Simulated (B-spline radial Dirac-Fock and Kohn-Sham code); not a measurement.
ΔSCF core binding energies without Breit or QED terms, calculated with a B-spline atomic structure program.

A sound run for atomic carbon, configuration [He] 2s2 2p2: The ground state converged in 10 iterations, with total energy -37.67604 Ha, virial ratio 1.99913 and highest orbital energy -11.07 eV. ΔSCF binding energies: K (1s) 297.1 eV. Holes are computed only in closed shells, and unreliable hole states are left out.

A second run, with one unsound setting: The ground state converged in 10 iterations, with total energy -37.64198 Ha, virial ratio 2.00091 and highest orbital energy -11.07 eV. ΔSCF binding energies: K (1s) 296.7 eV. Holes are computed only in closed shells, and unreliable hole states are left out.

```
iter   energy (Ha)        error
   1      -36.44237249  2.39e-01
   2      -37.51180169  7.31e-02
   3      -37.62123914  2.65e-02
   4      -37.63885581  9.11e-03
   5      -37.64174750  3.24e-03
   6      -37.64197903  3.61e-04
   7      -37.64198382  9.74e-05
   8      -37.64198405  9.66e-06
   9      -37.64198405  8.71e-07
  10      -37.64198405  3.45e-08
```

Q: Which fault fits the second run best?
A. tolerance below the noise
B. nuclear radius in wrong units
C. too few iterations
D. speed of light below Z

A: B. The input had radius_factor = 100.0: radius_factor inflates the nucleus far beyond its size, which weakens the binding of the inner electrons.
